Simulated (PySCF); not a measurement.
Species: C₅H₇Cl₃Si.
Numbering: `[Cl:1][C:2]([Cl:3])([Cl:4])[C@H:5]1[CH:6]=[CH:7][CH2:8][SiH2:9]1` (hydrogens: H10 on C5; H11 on C6; H12 on C7; H13, H14 on C8; H15, H16 on Si9)

All values: PBE0/pcSseg-1 and CAM-B3LYP/def2-SVPD (PySCF, non-relativistic), on one gas-phase PBE0-D3(BJ)/def2-SVP geometry that isn't relaxed in the solvent. The solvent is an IEF-PCM continuum (van der Waals radii × 1.2). Specific hydrogen bonds and non-electrostatic terms are outside this model.

Gas phase at PBE0/pcSseg-1: HOMO -7.67 eV, LUMO -0.89 eV, dipole 2.46 D.

Task: What does the continuum do to the energy, the frontier levels and the dipole at PBE0/pcSseg-1 in chloroform?

Result: 
| solvent | ε | E(solvent) − E(gas) (kcal/mol) | polarisation term (kcal/mol) | distortion of the solute (kcal/mol) | HOMO (eV) | LUMO (eV) | dipole (D) |
| --- | --- | --- | --- | --- | --- | --- | --- |
| chloroform | 4.711 | -1.93 | -2.11 | 0.18 | -7.53 | -0.90 | 2.98 |

The polarisation term is half the interaction of the solute with the surface charges that it induces; the rest is the cost of distorting the solute's density. The sum is the electrostatic part of solvation alone.

Task: Which radius a makes the point-dipole formula ΔE = −[(ε − 1)/(2ε + 1)]·μ²/a³ give the value in chloroform, with the gas-phase dipole?

Result: μ = 0.968 au and |ΔE| = 0.00308 Eh give a = 2.52 Å; the farthest nucleus lies 3.36 Å from the centroid of the nuclei, so such a sphere wouldn't even hold the nuclei. The formula assumes a rigid point dipole at the centre of a sphere.

Task: Which Hirshfeld charges (PBE0/pcSseg-1) respond most in chloroform (means over atoms taken as equivalent)?

Result: 
| atoms | environment | gas (e) | solvent (e) | change |
| --- | --- | --- | --- | --- |
| Cl1/Cl3/Cl4 | chlorine of a CCl3 group | -0.029 | -0.034 | -0.005 |
| H10 | methine hydrogen | +0.038 | +0.043 | +0.005 |
| H14 | methylene hydrogen | +0.046 | +0.051 | +0.005 |
| H12 | vinylic hydrogen | +0.051 | +0.056 | +0.005 |
| C6 | alkene CH carbon | -0.066 | -0.070 | -0.004 |
| H13 | methylene hydrogen | +0.045 | +0.049 | +0.004 |

Gas phase at CAM-B3LYP/def2-SVPD: HOMO -8.95 eV, LUMO 0.18 eV, dipole 2.38 D.

Task: What does the continuum do to the energy, the frontier levels and the dipole at CAM-B3LYP/def2-SVPD in chloroform?

Result: 
```csv
solvent,ε,E(solvent) − E(gas) (kcal/mol),polarisation term (kcal/mol),distortion of the solute (kcal/mol),HOMO (eV),LUMO (eV),dipole (D)
chloroform,4.711,-1.99,-2.20,0.21,-8.79,0.18,2.96
```

Task: How does the static polarisability (CAM-B3LYP/def2-SVPD, frozen core, with the continuum's full static response) change?

Result: 
```
    medium  isotropic (au)  principal values (au)  ⟨r²⟩ of the electrons (bohr²)
       gas           121.6    103.7, 122.2, 138.9                         2025.0
chloroform           154.8    133.1, 156.7, 174.6                         2024.6
```

The isotropic value in chloroform is 1.27 times the gas-phase one; no cavity-field correction is applied. ⟨r²⟩ is taken about the centre of nuclear charge.
